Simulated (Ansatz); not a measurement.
Ansatz results at the PBE0-D4/def2-TZVP geometry: size of the dipole moment (B3LYP/def2-TZVPP) 1.64 D; HOMO–LUMO gap (PBE0/def2-TZVPP) 6.36 eV; size of the dipole moment (ωB97M-V/def2-TZVPP) 1.62 D.

Each molecule was computed in one conformer, which needn't be the lowest.

Which molecule gave them?
A. `CC1NB1S`
B. `BC(=N)CS`
C. `[AlH2][CH]([AlH2])[GeH3]`
D. `BN=CSC`

D. The others give `CC1NB1S`: 1.08, 7.57, 1.07; `BC(=N)CS`: 4.55, 6.41, 4.61; `[AlH2][CH]([AlH2])[GeH3]`: 0.74, 5.85, 0.74.

B3LYP here is the variant with VWN-RPA as its local correlation; programs differ in this.
